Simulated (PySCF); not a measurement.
NbO2F, SMILES [O]=[Nb](=[O])[F], multiplicity 1. Geometry: PBE0-D3(BJ)/def2-TZVP. The multiplicity is an assumed one; other spin states were not compared. The def2 effective core potentials stand for the cores of Nb; spin–orbit coupling is left out.

Level of theory: PBE0-D3(BJ)/def2-TZVP (PySCF).

Harmonic wavenumbers (cm⁻¹): 176, 220, 346, 669, 992, 1040. Rotational constants (GHz): 7.308, 5.270, 3.434; symmetry number 1.

### Question
Work out the zero-point energy and the ideal-gas rigid-rotor harmonic-oscillator thermochemistry at 298.15 K and 1 atm.

### Answer
ZPE = ½ Σ hcν = ½ × 3443 cm⁻¹ = 4.92 kcal/mol. H − E(el) = 8.35 kcal/mol. Entropy in cal/(mol K): translation 40.80, rotation 25.30, vibration 6.04, total 72.14. G − E(el) = -13.16 kcal/mol. Cp = 14.83 cal/(mol K).
